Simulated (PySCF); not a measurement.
Isomers of C5H9ClO2. Method used: PySCF 2.14.0, PBE0-D3(BJ)/def2-SVP geometry optimisation, gas phase. One conformer each; no zero-point energy, no entropy. No frequencies were run at this level. Point groups hold within 0.08 Å.

Question: Rank from lowest to highest electronic energy at this level (kcal/mol).
A. `[CH2:1]=[C:2]([Cl:3])[CH2:4][O:5][CH2:6][CH2:7][OH:8]` with C1–C2–C4–O5 3°, C2–C4–O5–C6 -177°, C4–O5–C6–C7 -172°, O5–C6–C7–O8 60°, C6–C7–O8–H -50°
B. `[Cl:1][CH2:2][C@@H:3]1[CH2:4][CH2:5][O:6][CH2:7][O:8]1` with Cl1–C2–C3–C4 -65°, C2–C3–C4–C5 -171°, C3–C4–C5–O6 53°, C4–C5–O6–C7 -57°, C5–O6–C7–O8 61°
C. `[CH3:1][C:2](=[O:3])[O:4][C@H:5]([CH3:6])[CH2:7][Cl:8]` with C1–C2–O4–C5 -178°, C2–O4–C5–C6 -162°, O4–C5–C7–Cl8 58° (1-chloropropan-2-yl acetate)
D. `[CH3:1][C:2]([CH3:3])([Cl:4])[CH2:5][C:6](=[O:7])[OH:8]` with C1–C2–C5–C6 66°, C2–C5–C6–O7 -7°, C5–C6–O8–H 179°

Answer: D (0.0), C (9.7), B (30.6), A (54.9).

As drawn, the lowest has a C=O bond and a C(=O)–O unit, which the highest lacks; the highest has a C=C bond outside aromatic rings, which the lowest lacks.

```tsv
SMILES	E (Eh)	E rel (kcal/mol)	dipole (D)	point group	A, B, C (MHz)
CC(C)(Cl)CC(=O)O	-805.70631	0.0	1.80	near Cs	3029, 1004, 904.5
CC(=O)O[C@H](C)CCl	-805.69086	9.7	1.52	C1	2404, 1100, 965.3
ClC[C@@H]1CCOCO1	-805.65751	30.6	0.83	C1	4250, 925.2, 798.3
C=C(Cl)COCCO	-805.61890	54.9	1.41	C1	4750, 638.6, 594.3
```

Question: How do the relative energies change in single points at CAM-B3LYP/def2-SVPD (no added dispersion term) on the same geometries?

Answer: 
| SMILES | PBE0-D3(BJ)/def2-SVP (kcal/mol) | CAM-B3LYP/def2-SVPD (kcal/mol) | shift |
| --- | --- | --- | --- |
| CC(C)(Cl)CC(=O)O | 0.0 | 0.0 | 0.0 |
| CC(=O)O[C@H](C)CCl | 9.7 | 8.0 | -1.7 |
| ClC[C@@H]1CCOCO1 | 30.6 | 28.8 | -1.8 |
| C=C(Cl)COCCO | 54.9 | 49.0 | -5.9 |

Each column counts from its own lowest isomer. The order is unchanged; the largest shift is 5.9 kcal/mol.
